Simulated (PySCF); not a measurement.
## Excitation energies in several basis sets

Compound: C₃H₈BFSi.
SMILES with atom numbers: `[BH2:1][Si@H:2]1[CH2:3][C@@H:4]([F:5])[CH2:6]1` (hydrogens: H7, H8 on B1; H9 on Si2; H10, H11 on C3; H12 on C4; H13, H14 on C6)

TDDFT with PBE0 (PySCF), vertical singlets, core orbitals frozen in the response, spherical d and f functions. The structure is a single PBE0-D3(BJ)/def2-SVP conformer in the gas phase; no vibrational or solvent corrections.

**Question.** How do the low singlets change with the basis? Take 6-31G*, def2-SVP, 6-31+G*, def2-SVPD, aug-cc-pVDZ and def2-TZVP.

**Answer.** 

| basis | functions | diffuse | S1 (eV) | S2 (eV) | S3 (eV) | S4 (eV) | S5 (eV) | LUMO (eV) | α (au) |
| --- | --- | --- | --- | --- | --- | --- | --- | --- | --- |
| 6-31G* | 104 | no | 3.88 | 4.81 | 4.89 | 5.54 | 5.74 | -2.44 | 68.0 |
| def2-SVP | 128 | no | 3.82 | 4.70 | 4.81 | 5.51 | 5.62 | -2.69 | 70.8 |
| 6-31+G* | 128 | yes | 3.85 | 4.76 | 4.81 | 5.60 | 5.70 | -2.71 | 75.0 |
| def2-SVPD | 191 | yes | 3.82 | 4.71 | 4.80 | 5.63 | 5.63 | -2.75 | 79.1 |
| aug-cc-pVDZ | 214 | yes | 3.81 | 4.70 | 4.78 | 5.58 | 5.64 | -2.72 | 80.7 |
| def2-TZVP | 240 | no | 3.77 | 4.68 | 4.74 | 5.53 | 5.61 | -2.74 | 77.4 |

States are compared by their number. Against the largest diffuse basis here (aug-cc-pVDZ, itself not a converged limit), sets without diffuse functions differ by up to 0.08 eV in S1 and 0.10 eV in S5; the smaller diffuse sets differ by up to 0.04 and 0.06 eV. State by state, the largest deviation of a set without diffuse functions is S1 0.08, S2 0.10, S3 0.10, S4 0.07, S5 0.10 eV. The same number needn't mean the same state in each row. Against aug-cc-pVDZ the polarisability deviates by -16% in 6-31G*, -12% in def2-SVP, -7% in 6-31+G*, -2% in def2-SVPD, -4% in def2-TZVP. A single + in a Pople set puts diffuse functions on heavy atoms only.
